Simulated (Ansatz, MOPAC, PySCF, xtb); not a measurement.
Diatomic GeSe, closed-shell singlet (the spin of the measured ground state). No spin–orbit coupling. Ge is treated without relativity. Se is treated without relativity.

Constants: fifth-degree fit in 1/R to seven points, most abundant isotopes. In def2 and cc sets the state is the lowest found near the PBE0 minimum, followed along R. The singlet is held restricted. HF and MP2 rows in def2 and cc sets belong to the determinant that coupled cluster picked by its CCSD energy.

Codes used: Ansatz (Gaussian basis) for Hartree–Fock, density functionals and correlated methods; MOPAC for AM1, PM6 (differences of heats of formation); PySCF for 3-21G rows, LANL2DZ rows; xtb for the GFN methods. Values without a source in brackets are computed.

```json
[
 {"level": "AM1", "r_e (Å)": "2.167", "ω_e (cm⁻¹)": "306", "α_e (cm⁻¹)": "0.00023", "ω_e x_e (cm⁻¹)": "-0.085", "D_e (eV)": "-", "dipole (D)": "-"},
 {"level": "PM6", "r_e (Å)": "2.163", "ω_e (cm⁻¹)": "446", "α_e (cm⁻¹)": "0.00018", "ω_e x_e (cm⁻¹)": "0.59", "D_e (eV)": "-", "dipole (D)": "-"},
 {"level": "GFN1-xTB", "r_e (Å)": "2.120", "ω_e (cm⁻¹)": "473", "α_e (cm⁻¹)": "0.00041", "ω_e x_e (cm⁻¹)": "1.4", "D_e (eV)": "-", "dipole (D)": "-"},
 {"level": "GFN2-xTB", "r_e (Å)": "2.153", "ω_e (cm⁻¹)": "412", "α_e (cm⁻¹)": "0.00040", "ω_e x_e (cm⁻¹)": "0.98", "D_e (eV)": "-", "dipole (D)": "-"},
 {"level": "HF/3-21G", "r_e (Å)": "2.186", "ω_e (cm⁻¹)": "400", "α_e (cm⁻¹)": "0.00022", "ω_e x_e (cm⁻¹)": "0.62", "D_e (eV)": "-", "dipole (D)": "2.95"},
 {"level": "HF/def2-TZVPP", "r_e (Å)": "2.125", "ω_e (cm⁻¹)": "443", "α_e (cm⁻¹)": "0.00024", "ω_e x_e (cm⁻¹)": "0.72", "D_e (eV)": "-", "dipole (D)": "-"},
 {"level": "HF/def2-QZVPP", "r_e (Å)": "2.123", "ω_e (cm⁻¹)": "441", "α_e (cm⁻¹)": "0.00024", "ω_e x_e (cm⁻¹)": "0.72", "D_e (eV)": "-", "dipole (D)": "-"},
 {"level": "SVWN5/def2-TZVPP", "r_e (Å)": "2.138", "ω_e (cm⁻¹)": "406", "α_e (cm⁻¹)": "0.00028", "ω_e x_e (cm⁻¹)": "0.82", "D_e (eV)": "6.37", "dipole (D)": "1.64"},
 {"level": "PBE/def2-TZVPP", "r_e (Å)": "2.167", "ω_e (cm⁻¹)": "392", "α_e (cm⁻¹)": "0.00027", "ω_e x_e (cm⁻¹)": "0.79", "D_e (eV)": "5.47", "dipole (D)": "1.76"},
 {"level": "BP86/LANL2DZ", "r_e (Å)": "2.261", "ω_e (cm⁻¹)": "346", "α_e (cm⁻¹)": "0.00024", "ω_e x_e (cm⁻¹)": "0.65", "D_e (eV)": "-", "dipole (D)": "2.23"},
 {"level": "r2SCAN/def2-TZVPP", "r_e (Å)": "2.144", "ω_e (cm⁻¹)": "410", "α_e (cm⁻¹)": "0.00027", "ω_e x_e (cm⁻¹)": "0.79", "D_e (eV)": "5.30", "dipole (D)": "1.72"},
 {"level": "B97M-V/def2-TZVPP", "r_e (Å)": "2.142", "ω_e (cm⁻¹)": "412", "α_e (cm⁻¹)": "0.00027", "ω_e x_e (cm⁻¹)": "0.81", "D_e (eV)": "5.26", "dipole (D)": "1.85"},
 {"level": "B3LYP/LANL2DZ", "r_e (Å)": "2.243", "ω_e (cm⁻¹)": "358", "α_e (cm⁻¹)": "0.00024", "ω_e x_e (cm⁻¹)": "0.64", "D_e (eV)": "-", "dipole (D)": "2.45"},
 {"level": "B3LYP/def2-TZVPP", "r_e (Å)": "2.157", "ω_e (cm⁻¹)": "402", "α_e (cm⁻¹)": "0.00027", "ω_e x_e (cm⁻¹)": "0.78", "D_e (eV)": "5.13", "dipole (D)": "1.96"},
 {"level": "PBE0/def2-TZVPP", "r_e (Å)": "2.140", "ω_e (cm⁻¹)": "416", "α_e (cm⁻¹)": "0.00026", "ω_e x_e (cm⁻¹)": "0.77", "D_e (eV)": "5.12", "dipole (D)": "1.90"},
 {"level": "BHLYP/def2-TZVPP", "r_e (Å)": "2.132", "ω_e (cm⁻¹)": "427", "α_e (cm⁻¹)": "0.00025", "ω_e x_e (cm⁻¹)": "0.76", "D_e (eV)": "4.72", "dipole (D)": "2.14"},
 {"level": "CAM-B3LYP/def2-TZVPP", "r_e (Å)": "2.129", "ω_e (cm⁻¹)": "426", "α_e (cm⁻¹)": "0.00025", "ω_e x_e (cm⁻¹)": "0.76", "D_e (eV)": "4.96", "dipole (D)": "2.04"},
 {"level": "wB97X-V/def2-TZVPP", "r_e (Å)": "2.120", "ω_e (cm⁻¹)": "438", "α_e (cm⁻¹)": "0.00024", "ω_e x_e (cm⁻¹)": "0.71", "D_e (eV)": "5.16", "dipole (D)": "2.05"},
 {"level": "wB97M-V/def2-TZVPP", "r_e (Å)": "2.126", "ω_e (cm⁻¹)": "432", "α_e (cm⁻¹)": "0.00025", "ω_e x_e (cm⁻¹)": "0.71", "D_e (eV)": "5.02", "dipole (D)": "2.06"},
 {"level": "B2PLYP/def2-TZVPP", "r_e (Å)": "2.156", "ω_e (cm⁻¹)": "400", "α_e (cm⁻¹)": "0.00028", "ω_e x_e (cm⁻¹)": "0.85", "D_e (eV)": "5.20", "dipole (D)": "-"},
 {"level": "MP2/def2-TZVPP", "r_e (Å)": "2.142", "ω_e (cm⁻¹)": "416", "α_e (cm⁻¹)": "0.00026", "ω_e x_e (cm⁻¹)": "0.73", "D_e (eV)": "-", "dipole (D)": "-"},
 {"level": "MP2/def2-QZVPP", "r_e (Å)": "2.125", "ω_e (cm⁻¹)": "420", "α_e (cm⁻¹)": "0.00027", "ω_e x_e (cm⁻¹)": "0.78", "D_e (eV)": "-", "dipole (D)": "-"},
 {"level": "MP2/CBS(def2-TZVPP, def2-QZVPP)", "r_e (Å)": "2.115", "ω_e (cm⁻¹)": "425", "α_e (cm⁻¹)": "0.00027", "ω_e x_e (cm⁻¹)": "0.81", "D_e (eV)": "-", "dipole (D)": "-"},
 {"level": "SCS-MP2/def2-TZVPP", "r_e (Å)": "2.145", "ω_e (cm⁻¹)": "416", "α_e (cm⁻¹)": "0.00026", "ω_e x_e (cm⁻¹)": "0.73", "D_e (eV)": "-", "dipole (D)": "-"},
 {"level": "SCS-MP2/def2-QZVPP", "r_e (Å)": "2.131", "ω_e (cm⁻¹)": "419", "α_e (cm⁻¹)": "0.00027", "ω_e x_e (cm⁻¹)": "0.77", "D_e (eV)": "-", "dipole (D)": "-"},
 {"level": "CCSD/def2-TZVPP", "r_e (Å)": "2.138", "ω_e (cm⁻¹)": "424", "α_e (cm⁻¹)": "0.00025", "ω_e x_e (cm⁻¹)": "0.74", "D_e (eV)": "4.75", "dipole (D)": "-"},
 {"level": "CCSD/def2-QZVPP", "r_e (Å)": "2.124", "ω_e (cm⁻¹)": "429", "α_e (cm⁻¹)": "0.00026", "ω_e x_e (cm⁻¹)": "0.77", "D_e (eV)": "4.88", "dipole (D)": "-"},
 {"level": "CCSD(T)/def2-TZVPP", "r_e (Å)": "2.153", "ω_e (cm⁻¹)": "406", "α_e (cm⁻¹)": "0.00027", "ω_e x_e (cm⁻¹)": "0.84", "D_e (eV)": "5.06", "dipole (D)": "-"},
 {"level": "CCSD(T)/def2-QZVPP", "r_e (Å)": "2.139", "ω_e (cm⁻¹)": "410", "α_e (cm⁻¹)": "0.00028", "ω_e x_e (cm⁻¹)": "0.87", "D_e (eV)": "5.22", "dipole (D)": "-"},
 {"level": "CCSD(T)/CBS(def2-TZVPP, def2-QZVPP)", "r_e (Å)": "2.130", "ω_e (cm⁻¹)": "414", "α_e (cm⁻¹)": "0.00028", "ω_e x_e (cm⁻¹)": "0.89", "D_e (eV)": "5.36", "dipole (D)": "-"}
]
```

D_e counts from each atom's lowest state at the same level, without counterpoise or zero-point energy.

Correlated levels freeze the inner cores; with def2 sets outer-core shells near the valence are correlated too. CBS(a, b) extrapolates the correlation energy as X⁻³ and adds the Hartree–Fock energy of set b. Rows in 3-21G, LANL2DZ carry no dispersion term and start afresh at each structure; the Pople sets are all-electron and without relativity. LANL2DZ brings its own core potentials from Na on. The state that AM1, PM6 reach isn't checked.

Measured for the ground state: r_e 2.1346 Å [microwave values compiled in ACS Omega 2, 8373 (2017)]. ω_e 408.7 cm-1, ω_e x_e 1.36 cm-1, B_e 0.096341 cm-1, α_e 0.00028904 cm-1 [Huber and Herzberg (1979), NIST Chemistry WebBook]. D_0 4.985 ± 0.018 eV (a handbook's tabulated 298 K bond energy less 3RT/2; such tables hold older values) [Luo, bond dissociation energies, CRC Handbook]. dipole 1.648 D [compilation of Liu, Meijer and Pérez-Ríos].

Ansatz is an electronic-structure program.
